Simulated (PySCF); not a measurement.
Species: C₅H₇BCl₂.
SMILES with atom numbers: `[CH2:1]=[C:2]1[CH2:3][CH:4]([B:5]([Cl:6])[Cl:7])[CH2:8]1` (hydrogens: H9, H10 on C1; H11, H12 on C3; H13 on C4; H14, H15 on C8)

Cartesian coordinates in Å at the PBE0-D3(BJ)/def2-SVP level; atoms count from 1:
```
atom  x, y, z in Å
C1     1.2614    0.0279    0.1492
C2     0.1183   -0.4674   -0.3157
C3    -0.8747   -1.4772    0.2186
C4    -1.6807   -1.3307   -1.1020
B5    -3.1968   -0.9772   -1.0563
Cl6   -3.9439   -0.0944   -2.3750
Cl7   -4.2120   -1.4738    0.2838
C8    -0.6706   -0.2487   -1.5893
H9     1.8367    0.7619   -0.4222
H10    1.6627   -0.2860    1.1170
H11   -1.4172   -1.1551    1.1223
H12   -0.4640   -2.4801    0.4135
H13   -1.6171   -2.2444   -1.7230
H14   -0.1349   -0.4880   -2.5209
H15   -1.0970    0.7619   -1.6988
```

Computed with PySCF at wB97X-D/def2-SVPD, non-relativistic, on one gas-phase PBE0-D3(BJ)/def2-SVP geometry that isn't relaxed in the solvent. The solvent is an IEF-PCM continuum (cavity from Bondi-type radii × 1.2), and excitations are vertical TDDFT with non-equilibrium linear response and a frozen core. The model holds no explicit solvent molecules, cavitation or dispersion.

```tsv
run	E − E(gas) (kcal/mol)	HOMO (eV)	HOMO–LUMO gap (eV)	dipole (D)	lowest singlet (eV)	static polarisability (au)
gas	0.00	-9.10	9.53	1.36	5.86	97.8
P	-2.28	-9.00	9.54	1.65	5.84	126.6
Q	-1.90	-9.01	9.53	1.60	5.84	121.1
```

The runs were made in chloroform and dichloromethane. Which run belongs to which solvent?

P = dichloromethane, Q = chloroform. The dielectric constants are 4.711 (chloroform), 8.93 (dichloromethane), and the energy falls further as ε rises. The optical constants n² used for the excitations are 2.09, 2.03 in the same order. In this model the ground state sees the solvent through ε alone.

How constant is the ratio of the lowering to (ε − 1)/(2ε + 1)?

| solvent | (ε − 1)/(2ε + 1) | E − E(gas) (kcal/mol) | ratio (kcal/mol) | polarisation term (kcal/mol) |
| --- | --- | --- | --- | --- |
| chloroform | 0.356 | -1.90 | -5.3 | -2.06 |
| dichloromethane | 0.420 | -2.28 | -5.4 | -2.52 |

The ratio changes by +1.9 % in size from chloroform to dichloromethane. The polarisation term is half the interaction of the solute with the induced surface charges.

Note: wB97X-D ran without an empirical dispersion term, which enters the total energy and its gradient alone.
